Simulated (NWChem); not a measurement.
System: H2TeS2; SMILES [Te](S)S

Parts of the log:

```
             Northwest Computational Chemistry Package (NWChem) 7.3.0
             --------------------------------------------------------

 C2  symmetry detected

                             Geometry "geometry" -> ""
                             -------------------------

 Output coordinates in angstroms (scale by  1.889725989 to convert to a.u.)

  No.       Tag          Charge          X              Y              Z
 ---- ---------------- ---------- -------------- -------------- --------------
    1 Te                  52.0000     0.00000000     0.00000000     0.59484570
    2 S                   16.0000     1.89104880    -0.04308839    -0.89953030
    3 H                    1.0000     1.99707638     1.29435654    -1.07350330
    4 S                   16.0000    -1.89104880     0.04308839    -0.89953030
    5 H                    1.0000    -1.99707638    -1.29435654    -1.07350330

 Effective nuclear repulsion energy (a.u.)     436.7951541745

      Symmetry information
      --------------------

 Group name             C2
 Group number              4
 Group order               2
 No. of unique centers     3

 Summary of "ao basis" -> "ao basis" (spherical)
 ------------------------------------------------------------------------------
       Tag                 Description            Shells   Functions and Types
 ---------------- ------------------------------  ------  ---------------------
 Te                         def2-svp                10       26   4s4p2d
 S                          def2-svp                 8       18   4s3p1d
 H                          def2-svp                 3        5   2s1p

      Symmetry analysis of basis
      --------------------------

        a          37
        b          35

            General Information
            -------------------
          SCF calculation type: DFT
          Wavefunction type:  closed shell.
          No. of atoms     :     5
          No. of electrons :    58
           Alpha electrons :    29
            Beta electrons :    29
          Charge           :     0
          Spin multiplicity:     1
          Use of symmetry is: on ; symmetry adaption is: on
          Maximum number of iterations: 150
          AO basis - number of functions:    72
                     number of shells:    32
          Convergence on energy requested:  1.00D-06
          Convergence on density requested:  1.00D-05
          Convergence on gradient requested:  5.00D-04

              XC Information
              --------------
          PerdewBurkeErnzerhof Exchange Functional  1.000
            Perdew 1991 LDA Correlation Functional  1.000 local
           PerdewBurkeErnz. Correlation Functional  1.000 non-local

             Grid Information
             ----------------
          Grid used for XC integration:  medium
          Radial quadrature: Mura-Knowles
          Angular quadrature: Lebedev.
          Tag              B.-S. Rad. Rad. Pts. Rad. Cut. Ang. Pts.
          ---              ---------- --------- --------- ---------
          Te                  1.40      123           9.0       590
          S                   1.00       88          11.0       590
          H                   0.35       45          12.0       434
          Grid pruning is: on
          Number of quadrature shells:   256
          Spatial weights used:  Erf1

      Superposition of Atomic Density Guess
      -------------------------------------

 Sum of atomic energies:       -1106.91691332

      Non-variational initial energy
      ------------------------------

 Total energy =   -1063.105999
 1-e energy   =   -2025.440607
 2-e energy   =     732.424882
 HOMO         =      -0.223797
 LUMO         =      -0.025505

      Symmetry analysis of molecular orbitals - initial
      -------------------------------------------------

  Numbering of irreducible representations:

     1 a           2 b

  Orbital symmetries:

     1 b           2 a           3 b           4 a           5 a
     6 b           7 a           8 a           9 b          10 b
    11 a          12 b          13 a          14 b          15 b
    16 a          17 a          18 a          19 b          20 a
    21 b          22 a          23 b          24 a          25 b
    26 a          27 a          28 b          29 b          30 a
    31 b          32 a          33 b          34 a          35 b
    36 a          37 b          38 a          39 a

   convergence    iter        energy       DeltaE   RMS-Dens  Diis-err
 ---------------- ----- ----------------- --------- --------- ---------
 d= 0,ls=0.0,diis     1  -1064.9819471406 -1.29D+03  1.70D-02  3.94D-01
 d= 0,ls=0.0,diis     2  -1064.9867805859 -4.83D-03  1.13D-02  2.29D-01
 d= 0,ls=0.0,diis     3  -1065.0100898942 -2.33D-02  5.70D-03  1.03D-01
 d= 0,ls=0.0,diis     4  -1065.0273187018 -1.72D-02  1.51D-03  9.15D-03
 d= 0,ls=0.0,diis     5  -1065.0290760501 -1.76D-03  2.04D-04  1.30D-04
  Resetting Diis
 d= 0,ls=0.0,diis     6  -1065.0290995646 -2.35D-05  6.01D-05  1.63D-05
 d= 0,ls=0.0,diis     7  -1065.0291023895 -2.82D-06  2.98D-05  5.21D-07
 d= 0,ls=0.0,diis     8  -1065.0291022593  1.30D-07  1.92D-05  1.14D-06
 d= 0,ls=0.0,diis     9  -1065.0291024731 -2.14D-07  4.49D-06  8.16D-08

         Total DFT energy =    -1065.029102473059
      One electron energy =    -2026.514549516282
           Coulomb energy =      804.094059657508
    Exchange-Corr. energy =      -72.518338455728
 Nuclear repulsion energy =      229.909725841443

 Numeric. integr. density =       57.999998289161

                  Occupations of the irreducible representations
                  ----------------------------------------------

                     irrep           alpha         beta
                     --------     --------     --------
                     a                15.0         15.0
                     b                14.0         14.0

[...]
```

Level: PBE/def2-SVP with def2 effective core potentials on Te, vertical spin-unrestricted ions. The geometry was optimised at PBE0/def2-SVP. No frequency run checked for a minimum. def2 effective core potentials on Te; no spin-orbit coupling.

Problem. Reconstruct the input file.

Solution. One answer among several that fit: the input that was run:
```
start job
memory heap 200 mb stack 900 mb global 1100 mb
geometry units angstroms noautoz
  Te     0.000000     0.000000     0.562995
  S      1.891073    -0.042013    -0.931381
  H      1.996340     1.295492    -1.105354
  S     -1.891073     0.042013    -0.931381
  H     -1.996340    -1.295492    -1.105354
end
basis spherical
  * library def2-svp
end
ecp
  Te library def2-ecp
end
dft
  xc xpbe96 cpbe96
  iterations 150
  vectors input atomic output neutral.movecs
end
task dft energy
charge 1
dft
  odft
  mult 2
  vectors input atomic output cation.movecs
end
task dft energy
```
